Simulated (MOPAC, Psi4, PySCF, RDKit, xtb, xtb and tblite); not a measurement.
Two geometries of SMILES OCc1cccs1, relaxed at GFN2-xTB with one dihedral held; other torsions can differ between them too.

Structure A

```
13

O      2.3191    -0.9209     0.7442
C      1.8832     0.0337    -0.1954
C      2.9897     0.9999    -0.4703
C      4.2359     1.0326     0.0651
C      5.0215     2.0990    -0.4342
C      4.3588     2.8565    -1.3400
S      2.7548     2.2863    -1.6084
H      1.5529    -1.3351     1.1522
H      1.5832    -0.4605    -1.1349
H      1.0100     0.5887     0.1802
H      4.5741     0.3151     0.7889
H      6.0347     2.2859    -0.1269
H      4.7017     3.7190    -1.8758
```

Structure B

```
13

O      1.8643     0.5369     0.9005
C      1.9858    -0.2957    -0.2241
C      0.8100    -0.2037    -1.1473
C     -0.1016     0.7997    -1.2478
C     -1.0847     0.5559    -2.2354
C     -0.9038    -0.6277    -2.8691
S      0.4703    -1.4774    -2.2725
H      1.0766     0.2822     1.3944
H      2.8931     0.0425    -0.7380
H      2.1391    -1.3447     0.0724
H     -0.0674     1.6869    -0.6411
H     -1.8861     1.2370    -2.4585
H     -1.4871    -1.0645    -3.6547
```

Problem. Which is lower in energy at the level DF-MP2 (frozen core)/cc-pVTZ // GFN2-xTB run with Psi4, and by how much?

Solution. B is lower, by 1.75 kcal/mol (dihedral H8–O1–C2–C3: 160° in A, 60° in B).

E(B) − E(A) in kcal/mol at the other levels, on the same two geometries: GFN2-xTB (xtb and tblite) -2.04; MMFF94 // GFN2-xTB (RDKit) -0.83; B3LYP/def2-TZVP // GFN2-xTB (Psi4) -1.56; B3LYP-D3(BJ)/def2-TZVP // GFN2-xTB (Psi4) -1.74; PBE/def2-TZVP // GFN2-xTB (Psi4) -1.84; PBE-D3(BJ)/def2-TZVP // GFN2-xTB (Psi4) -1.95; wB97X-D/def2-TZVP // GFN2-xTB (Psi4) -1.68; HF/cc-pVTZ // GFN2-xTB (Psi4) -1.15; UFF // GFN2-xTB (RDKit) 0.03; PM3, restricted, heats of formation // GFN2-xTB (MOPAC) -3.16; PM7, restricted, heats of formation // GFN2-xTB (MOPAC) -2.98; GFN1-xTB // GFN2-xTB (xtb) -1.59; restricted B3LYP/6-31G*, spherical d, density fitting // GFN2-xTB (PySCF) -2.32; restricted Hartree-Fock/6-31G*, spherical d, density fitting // GFN2-xTB (PySCF) -1.68; restricted B3LYP/3-21G // GFN2-xTB (PySCF) -2.80; restricted Hartree-Fock/3-21G // GFN2-xTB (PySCF) -2.03.
